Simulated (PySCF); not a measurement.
C₅H₇N₂S (doublet state).
Numbering: `[CH2:1]1[N:2][S:3][C:4]([CH:5]2[CH2:6][CH2:7]2)=[N:8]1` (hydrogens: H9, H10 on C1; H11 on C5; H12, H13 on C6; H14, H15 on C7)

Geometry (GFN2-xTB, Å), atoms numbered from 1 in this order:
```
atom  x, y, z in Å
C1     2.4390   -0.6309   -0.0237
N2     2.8662    0.4912    0.7555
S3     1.6313    1.4183    1.1526
C4     0.4519    0.3496    0.2871
C5    -0.9643    0.6723    0.2688
C6    -1.9655   -0.4592    0.2922
C7    -1.7702    0.3187   -0.9592
N8     1.0322   -0.6318   -0.2465
H9     2.7300   -1.5643    0.4835
H10    2.9635   -0.6276   -0.9922
H11   -1.2173    1.5812    0.7982
H12   -2.8672   -0.3106    0.8662
H13   -1.5639   -1.4591    0.3327
H14   -1.2352   -0.1536   -1.7679
H15   -2.5352    1.0139   -1.2691
```

The hyperfine couplings belong to this conformer and change with its torsions.

Method used: UKS B3LYP, pcH-1 on C H N S, non-relativistic, mean-field spin-orbit, GIAO in PySCF 2.14.0. The structure is a single GFN2-xTB conformer in the gas phase; no vibrational or solvent corrections. The geometry wasn't refined by DFT: couplings that depend on bond lengths, twists or pyramidal angles can differ widely from those at the functional's own minimum. No stability test was run, so a lower SCF solution isn't excluded.

Question: Where do the isotropic ENDOR lines of N2, H9/H10 and H11 fall at 345.3 mT, to first order?

Answer: For S = 1/2 in fast tumbling each set of equivalent nuclei gives two lines, ν± = |νn ± a/2| to first order, with νn = g_N μN B/h and μN/h = 7.62259 MHz/T.

| nuclei | isotope | g_N | νn (MHz) | a_iso (MHz) | lower line (MHz) | upper line (MHz) |
| --- | --- | --- | --- | --- | --- | --- |
| N2 | 14N | 0.4038 | 1.06 | 29.87 | 13.87 | 16.00 |
| H9/H10 | 1H | 5.5857 | 14.70 | 145.68 | 58.14 | 87.54 |
| H11 | 1H | 5.5857 | 14.70 | -0.53 | 14.44 | 14.97 |

Question: Which pairs are centred on the nuclear Larmor frequency, and which on half the coupling?

Answer: Centred on νn, since |a| < 2νn: H11. Centred on |a|/2 and split by 2νn: N2 and H9/H10.

Question: At what field would the lower line of H9/H10 fall to zero frequency?

Answer: Where νn = |a|/2, that is B = 72.84 MHz/(5.5857 × 7.62259 MHz/T) = 1710 mT, as far as first order holds there.

Couplings of abundant isotopes left out: N8 (2.0 MHz).

Means are taken over nuclei equivalent by connectivity, which assumes that they swap fast.

Largest spin populations (Mulliken): N2 (+0.66), S3 (+0.25), H9 (+0.07) and H10 (+0.06).

The run took 88 s (with the writing of density and orbital grids) on Arm Neoverse V1, one thread, no GPU, shared host with 64 logical CPUs at a one-minute load of 177, and the process peaked at 1.0 GiB of memory.
